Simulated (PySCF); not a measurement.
# Ionisation energy of Rb³⁵⁺ by level of theory

Rb³⁵⁺ 1s2 (1S) → Rb³⁶⁺ 1s1 (2S), as a difference of total energies. All numbers are calculated (PySCF 2.14, scalar relativity by spin-free X2C-1e, in an uncontracted even-tempered set (17 s from 53 bohr⁻², ratio 2.2; 7 p from 81 bohr⁻², ratio 2.4; 4 d from 240 bohr⁻², ratio 2.4; 3 f from 360 bohr⁻², ratio 2.4; 3 g from 550 bohr⁻², ratio 2.4)). Correlated levels: nothing frozen; virtual orbitals above 40 to 60 times the deepest correlated orbital energy dropped. The calculations carry no spin-orbit coupling.

| method | ionisation energy (eV) |
| --- | --- |
| UHF | 18325.6 |
| LDA | 18286.6 |
| PBE | 18322.1 |
| PBE0 | 18323.2 |
| r2SCAN | 18327.8 |
| M06-2X | 18328.9 |
| r2SCANh | 18327.7 |
| MP2 (all electrons) | 18327.0 |
| SCS-MP2 (all electrons) | 18327.3 |

For this ion Breit and QED terms and the two-electron picture change, all absent here, outweigh the differences among the correlated methods.

For comparison: 18305.9 eV (theoretical estimate listed by NIST; NIST Atomic Spectra Database, ionization energies).
